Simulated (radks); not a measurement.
Task: The mean radii <r> (bohr) of the occupied orbitals of an atom or ion are listed with their occupations. Calculated with a radial shooting solver on a logarithmic mesh with Libxc functionals: scalar-relativistic Kohn-Sham, PBE, spin-unpolarised, spherical densities, point nucleus.

| orbital | occ. | <r> |
|---|---|---|
| 1s | 2 | 0.05846 |
| 2s | 2 | 0.2669 |
| 2p | 6 | 0.2355 |
| 3s | 2 | 0.8110 |
| 3p | 6 | 0.8581 |
| 3d | 6 | 1.112 |
| 4s | 1 | 2.711 |

Name the element and its charge.

Result: Z = 26, iron, charge +1: Fe+ in [Ar] 3d6 4s1. The 1s radius gives Z: for a bare nucleus <r> = (2 gamma + 1)/(2Z) with gamma = sqrt(1 - (Z/c)^2), 0.05699 bohr for Z = 26, and screening makes it slightly larger (0.05846 here). The occupations add up to 25, and the charge is Z minus that.
